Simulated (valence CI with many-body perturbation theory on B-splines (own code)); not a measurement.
The numbers below are computed, except where a source is named.
## Pb LXIX: magnetic and hyperfine properties of the levels

Level of theory: valence CI with perturbative core correlation (CI+MBPT): four valence electrons over a frozen Dirac-Fock core [Ne], a basis of 11 s, 11 p, 10 d, 8 f, 5 g, 2 h functions for each j, with the one-electron correlation potential Σ1 (screened to all orders), the two-electron term Σ2, the three-electron term Σ3, Breit, model QED; selected single and double excitations, second order for the rest, scaled by the run's own slope (own B-spline code, finite nucleus).

The last digits are not significant, and no measured levels were compared; by estimate large intervals hold to a few tenths of a per cent, small ones and those within an open d or f shell to about a per cent. Among the levels kept, up to 570 cm⁻¹ of a level comes from second order outside the variational space, and about a tenth of that is noise between levels of different J, which matters for small intervals.

A/g_I is the dipole constant over the nuclear g factor μ/I (μ in nuclear magnetons, uniformly magnetised nucleus), B/Q the quadrupole constant per barn. Both hold the static response of the core; the bare values leave it out. Large factors of s and p1/2 electrons are usually good to 5 to 10 %; those of open d and f shells near neutrality can be off by tens of per cent, and small factors of p3/2, d and f electrons come from cancelling terms and can be off by a factor of two or in sign, in half-filled shells by more. B is blank for J = 1/2, where it vanishes, and for nearly pure S terms. Energies count from the lowest level. Levels with J = 0 are left out.

Levels are named by their leading jj configuration (3d3/2^4 stands for four electrons in 3d with j = 3/2), which in mixed levels can hold well under half, so a name can repeat and another be missing. Letters in brackets count levels of one name in rising energy.

```tsv
Level	E (Ry)	g	A/g_I (MHz)	A/g_I bare	B/Q (MHz/b)	B/Q bare
(3s^2 3p1/2 3p3/2) J=1	42.40	1.486	-421000	-410000	317000	314000
(3s^2 3p1/2 3p3/2) J=2	43.16	1.155	1040000	1020000	601000	594000
(3s 3p1/2^2 3p3/2) J=2	57.12	1.505	2550000	2510000	602000	595000
(3s 3p1/2^2 3p3/2) J=1	59.32	1.047	-1710000	-1670000	307000	304000
(3s^2 3p1/2 3d3/2) J=2	60.82	0.750	943000	933000	130000	132000
(3s^2 3p1/2 3d3/2) J=1	64.68	0.886	-891000	-866000	111000	111000
(3s^2 3p1/2 3d5/2) J=2	72.11	1.278	-410000	-397000	97000	99100
(3s^2 3p1/2 3d5/2) J=3	72.25	1.098	593000	587000	105000	108000
(3s 3p1/2^2 3d3/2) J=1	75.92	0.451	-2160000	-2110000	54900	56400
(3s 3p1/2^2 3d3/2) J=2	76.55	1.111	2470000	2420000	106000	109000
(3s^2 3p3/2^2) J=2	86.17	1.310	313000	311000	33500	33100
(3s 3p1/2^2 3d5/2) J=3	86.81	1.334	1630000	1600000	102000	105000
(3s 3p1/2^2 3d5/2) J=2	87.98	1.029	-1480000	-1440000	80900	83500
(3s 3p1/2 3p3/2^2) J=2 [a]	98.66	1.526	1600000	1570000	96500	95200
(3s 3p1/2 3p3/2^2) J=3	100.27	1.308	2230000	2200000	25900	25600
(3s 3p1/2 3p3/2^2) J=2 [b]	102.34	1.085	265000	266000	-22500	-22100
(3s 3p1/2 3p3/2^2) J=1 [a]	102.44	1.263	1680000	1650000	-425000	-420000
(3s 3p1/2 3p3/2^2) J=1 [b]	103.44	1.329	1740000	1710000	349000	345000
(3s^2 3p3/2 3d3/2) J=3	106.34	1.072	303000	303000	706000	701000
(3s^2 3p3/2 3d3/2) J=1	106.90	1.114	389000	388000	-315000	-312000
(3s^2 3p3/2 3d3/2) J=2	106.91	1.054	-4400	2200	-41600	-41200
(3s^2 3p3/2 3d5/2) J=4	113.95	1.234	158000	160000	772000	767000
(3s^2 3p3/2 3d5/2) J=2	114.82	1.216	103000	107000	-410000	-405000
(3s 3p1/2 3p3/2 3d3/2) J=2 [a]	115.92	1.140	629000	624000	-23600	-23300
(3s^2 3p3/2 3d5/2) J=3	116.59	1.204	174000	176000	-33400	-30300
(3s 3p1/2 3p3/2 3d3/2) J=1 [a]	116.63	1.115	894000	884000	-289000	-287000
(3s 3p1/2 3p3/2 3d3/2) J=3 [a]	117.11	1.119	1450000	1430000	222000	221000
(3s^2 3p3/2 3d5/2) J=1	117.49	1.070	-49400	-43200	104000	104000
(3p1/2^2 3p3/2^2) J=2	117.78	1.206	890000	880000	-49000	-49100
(3s 3p1/2 3p3/2 3d3/2) J=4	118.57	1.143	1750000	1720000	635000	632000
(3s 3p1/2 3p3/2 3d3/2) J=2 [b]	119.71	0.908	1110000	1090000	-217000	-214000
(3s 3p1/2 3p3/2 3d3/2) J=3 [b]	120.33	1.226	1460000	1440000	542000	537000
(3s 3p1/2 3p3/2 3d3/2) J=1 [b]	120.70	1.641	3650000	3590000	218000	217000
(3s 3p1/2 3p3/2 3d3/2) J=2 [c]	120.99	1.341	1430000	1420000	226000	222000
```

**Question.** Take the isotope of mass number 207, with I = 1/2, μ = 0.5906 μN. What is the hyperfine structure of (3s^2 3p1/2 3d3/2) J=1?

**Answer.** From the table A = -1050000 MHz. Shifts from the centre of gravity in MHz: F = 1/2: 1050000, F = 3/2: -525000.
